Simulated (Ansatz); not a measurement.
C2H5ClOSi can be A, `O/C(Cl)=C/[SiH3]`, or B, `C[Si]1(Cl)CO1`.

Gas-phase electronic energies from Ansatz, PBE0-D4/def2-TZVP geometries. CCSD(T)/CBS is the MP2 limit (def2-TZVPP, def2-QZVPP) plus CCSD(T) − MP2 in def2-TZVPP, frozen cores. Functionals use def2-TZVPP. B3LYP here is the variant with VWN-RPA as its local correlation; programs differ in this. Each species was taken in one conformer, which may not be the lowest.

A:

Z-matrix (Å, degrees):
```
Si
C 1 1.850
H 1 1.486 2 108.0
H 1 1.487 2 111.6 3 -119.5
H 1 1.488 2 111.6 3 119.5
C 2 1.328 1 124.8 3 179.7
H 2 1.086 1 120.3 3 -0.3
Cl 6 1.738 2 122.0 1 0.0
O 6 1.339 2 124.4 1 -180.0
H 9 0.962 6 110.0 2 -180.0
```

B:

```xyz
10

C    -0.3114   -0.5488   -1.4606
Si    0.4404   -0.1905    0.1825
Cl    1.8999   -1.5530    0.6037
C    -0.2695    0.7869    1.5110
O     0.7611    1.3685    0.5953
H    -0.7195   -1.5608   -1.4883
H    -1.1097    0.1671   -1.6646
H     0.4460   -0.4662   -2.2436
H     0.0907    0.7014    2.5338
H    -1.2280    1.2955    1.4307
```

(1) Which is lower in electronic energy at CCSD(T)/CBS, and by how much? (An estimate is asked.)

(2) Give E(B) − E(A) in kcal/mol with CCSD(T)/def2-TZVPP, r2SCAN-D4, CCSD/def2-TZVPP, PBE-D4, MP2/def2-TZVPP, B2PLYP, B3LYP-D4. (Best estimate.)

Largest T1 diagnostic: 0.012.

Results:

(1) Computed: B, by 52.7 kcal/mol.

(2) Ansatz gave: CCSD(T)/def2-TZVPP -51.6, r2SCAN-D4 -52.8, CCSD/def2-TZVPP -52.4, PBE-D4 -49.7, MP2/def2-TZVPP -54.3, B2PLYP -51.8, B3LYP-D4 -49.7. None reverses the order clearly.

In def2-TZVPP, CCSD(T) changes the Hartree–Fock value by −1.6 kcal/mol (the triples alone add +0.7 kcal/mol) and MP2 by −4.2 kcal/mol. From PBE to PBE0 (25 % exact exchange), in def2-TZVPP and without D4, E(B) − E(A) moves by −2.1 kcal/mol.
